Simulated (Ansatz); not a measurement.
Computed with Ansatz on PBE0-D4/def2-TZVP structures; ΔE is electronic, products minus reactants. CBS: MP2 limit from def2 TZ/QZ plus the TZ coupled-cluster correction, frozen cores. Each species was taken in one conformer, which may not be the lowest.

`C=C(F)O[SiH3]` + `N[SiH2][SiH2]Cl` → `[SiH3]N[SiH2][SiH2]Cl` + `C=C(O)F`  (ligand exchange at the Si–O bond)

```csv
species,CCSD(T)/CBS(def2) energy (Eh)
`C=C(F)O[SiH3]`,-543.15525
`N[SiH2][SiH2]Cl`,-1096.31710
`[SiH3]N[SiH2][SiH2]Cl`,-1386.61761
`C=C(O)F`,-252.84296
```

Work out ΔE.

ΔE = (-1386.61761) + (-252.84296) − (-543.15525) − (-1096.31710) = 0.01178 Eh = +30.9 kJ/mol.

Largest T1 diagnostic among the species: 0.012.

The D4 term adds −8.0 kJ/mol with B3LYP and −4.6 kJ/mol with PBE0; it sums over pairs of atoms, weighted by their polarisabilities, and B3LYP, whose exchange is more repulsive, gets the larger term. In def2-TZVPP, CCSD(T) changes the Hartree–Fock value by −12.2 kJ/mol (the triples alone add −1.6 kJ/mol) and MP2 by −12.0 kJ/mol.

B3LYP here is the variant with VWN-RPA as its local correlation; programs differ in this.
